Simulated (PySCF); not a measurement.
**Ionisation energy of W⁵⁴⁺ by level of theory**

W⁵⁴⁺ [Ar] 3d2 (3F) → W⁵⁵⁺ [Ar] 3d1 (2D), as a difference of total energies. Calculation: PySCF 2.14, in an even-tempered Gaussian basis (16 s from 14 bohr⁻², ratio 2.5; 10 p from 18 bohr⁻², ratio 2.5; 7 d from 18 bohr⁻², ratio 2.5; 4 f from 62 bohr⁻², ratio 2.7; 3 g from 93 bohr⁻², ratio 2.7); no relativity, point nucleus. Correlated levels: outer shells: [Ne] frozen; virtual orbitals above 40 to 60 times the deepest correlated orbital energy dropped. The calculations carry no spin-orbit coupling.

```json
{"method": "UHF", "ionisation energy (eV)": "5145.9"}
{"method": "LDA", "ionisation energy (eV)": "5143.8"}
{"method": "PBE", "ionisation energy (eV)": "5145.0"}
{"method": "PBE0", "ionisation energy (eV)": "5145.6"}
{"method": "r2SCAN", "ionisation energy (eV)": "5147.9"}
{"method": "B3LYP", "ionisation energy (eV)": "5146.1"}
{"method": "MN15", "ionisation energy (eV)": "5129.6"}
{"method": "MP2 (outer shells)", "ionisation energy (eV)": "5144.7"}
{"method": "SCS-MP2 (outer shells)", "ionisation energy (eV)": "5144.7"}
```

Spin-orbit coupling is strong in these open shells (close to jj coupling). The scalar numbers leave it out and a first-order estimate fails, so it can dominate the gap to the real levels.

The gap to the reference is mostly relativistic.

For comparison: 5209 ± 4 eV (semi-empirical (NIST evaluation); NIST Atomic Spectra Database, ionization energies).
